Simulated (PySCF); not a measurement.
Isomers of [C7H14P]+ (charge +1), from PySCF 2.14.0, PBE0-D3(BJ)/def2-SVP geometry optimisation, gas phase. One conformer each, no zero-point energy, no frequencies.

Task: Which isomer lies lower at this level?
A. `C1CC2CC[PH+]1CC2`: A = 2122, B = 1878, C = 1876 MHz, dipole 2.26 D
B. `[CH2:1]=[CH:2][P@@H+:3]([CH3:4])[CH:5]1[CH2:6][CH2:7][CH2:8]1` (charge +1) with C1–C2–P3–C4 123°, C2–P3–C5–C6 64°, P3–C5–C6–C7 139°, C5–C6–C7–C8 -18°, C6–C7–C8–C5 18°, P3–C5–C8–C7 -139°: A = 2636, B = 1139, C = 859.8 MHz, dipole 2.71 D

Result: A. That is `C1C[PH+]2CCC1CC2`, 42.9 kcal/mol below the other.

```csv
SMILES,mapped SMILES,E (Eh),relative (kcal/mol),relative (kJ/mol),dipole about centre of mass (D)
C1C[PH+]2CCC1CC2,[CH2:1]1[CH2:2][P@@H+:3]2[CH2:4][CH2:5][C@H:6]1[CH2:7][CH2:8]2,-615.56879,0.0,0.0,2.26
C=C[P@@H+](C)C1CCC1,[CH2:1]=[CH:2][P@@H+:3]([CH3:4])[CH:5]1[CH2:6][CH2:7][CH2:8]1,-615.50047,42.9,179.4,2.71
```

As drawn, the higher has a four-membered ring, which the lower lacks.
